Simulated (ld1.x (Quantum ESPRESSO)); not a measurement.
## What one change does to a pseudopotential (Cu (Z = 29), RRKJ)

ld1.x (Quantum ESPRESSO) 7.5 input, shortened:

```
&input
   title='Cu', zed=29., rel=1, dft='PZ', iswitch=3,
   config='[Ar] 3d8 4s0 4p0'
 /
 &inputp
   pseudotype=2, tm=.false., rho0=0.01, lloc=0,
   nlcc=.true.
 /
3
3P  2  1   6.00   0.00  0.90  0.90  0.0
3D  3  2   8.00   0.00  0.70  0.70  0.0
3S  1  0   2.00   0.00  1.10  1.10  0.0
 &test
   configts(1)='3s2 3p6 3d8 4s0 4p0'
 /
```

All-electron outer shells of the reference configuration (LDA (PZ), scalar-relativistic, ld1.x):

| shell | level (eV) | outermost node (bohr) | outermost maximum (bohr) |
| --- | --- | --- | --- |
| 2p | -963.71 | – | 0.16 |
| 3s | -160.16 | 0.29 | 0.61 |
| 3p | -117.73 | 0.26 | 0.62 |
| 3d | -49.25 | – | 0.58 |
| 4s | -34.63 | 0.86 | 1.81 |
| 4p | -26.02 | 0.92 | 2.08 |

Change: local potential the d channel.

Cutoffs: the cutoffs (Ry, on a coarse ladder) from which the occupation-weighted sum of valence levels, in a spherical-Bessel basis at the reference potential, stays within 10 and 1 mRy of its value at 400 Ry; they do not see the model core or the augmentation charge, which bear on the density cutoff. Errors are all-electron minus pseudo energies relative to the spin-unpolarised reference configuration.

Q: What does the change do?

A: A bound ghost appears in s, which as a rule spoils a file; the number of tests that count goes from 9 to 0; the range in which the s phases agree narrows (upper end -4.1 → -7.3); the range in which the p phases agree widens (upper end -0.2 → 4.3). In the separable form a ghost depends on how the local part lies against the semilocal potential of the channel, so the choice of the local part can create or remove one.

| quantity | base | changed |
| --- | --- | --- |
| cutoff, loose | over 300 Ry | over 300 Ry |
| cutoff, tight | over 300 Ry | over 300 Ry |
| loose cutoff by channel (10 mRy a level) | p 120 Ry, d 300 Ry, s 70 Ry | s 120 Ry, p 100 Ry, d over 300 Ry |
| bound ghosts | none | s |
| tests counted (converged, no solver errors) | 9 of 9 | 0 of 9 |
| s: phases at 1.19 bohr within 0.05 rad from the reference energy up to (Ry; the scan ends near 5) | -4.1 | -7.3 |
| p: phases at 1.19 bohr within 0.05 rad from the reference energy up to (Ry; the scan ends near 5) | -0.2 | 4.3 |
| d: phases at 1.19 bohr within 0.05 rad from the reference energy up to (Ry; the scan ends near 5) | 2.9 | to the end of the scan |

Changed file: Tests not counted: all (the test run did not reproduce the reference configuration, from which every error is measured). A true bound ghost makes a file unfit for plane-wave use even where its test errors are small: the radial tests pick states by their node count and pass the ghost by. Where a test does run into it, the solver fails or the error is huge.
